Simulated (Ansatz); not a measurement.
Bonds to the group Y in Y-Sb(OH)2. Gas-phase values, no solvent. Each species was relaxed from one start; no search for lower structures was made at this level. In the def2 sets, heavy atoms carry core potentials. Strings in code marks are SMILES.

The HOMO–LUMO gap from two functionals at the same geometries (B3LYP-D3(BJ)/def2-SVP), both in Ansatz (an electronic-structure program): PBE-D3(BJ)/def2-TZVP and CAM-B3LYP-D3(BJ)/def2-TZVP. 

```tsv
species	PBE-D3(BJ)/def2-TZVP (eV)	CAM-B3LYP-D3(BJ)/def2-TZVP (eV)
Y = ethyl	4.44	8.49
Y = isopropyl (`C[CH](C)[Sb]([OH])[OH]`)	4.29	8.31
Y = tert-butyl (`[OH][Sb]([OH])[C](C)(C)C`)	4.20	8.19
Y = phenyl	4.34	8.34
Y = trifluoromethyl (`[OH][Sb]([OH])[C](F)(F)F` (H–O–Sb–O torsion 53°, O–Sb–O–H torsion 98°))	4.65	8.90
Y = cyclopentyl	4.20	8.20
```

Over these rows, drawn at random from the members with no instability flagged (it was tested for open shells, ions and some series alone), PBE minus CAM-B3LYP-D3(BJ): mean -4.05 eV, from -4.25 eV to -4.00 eV.
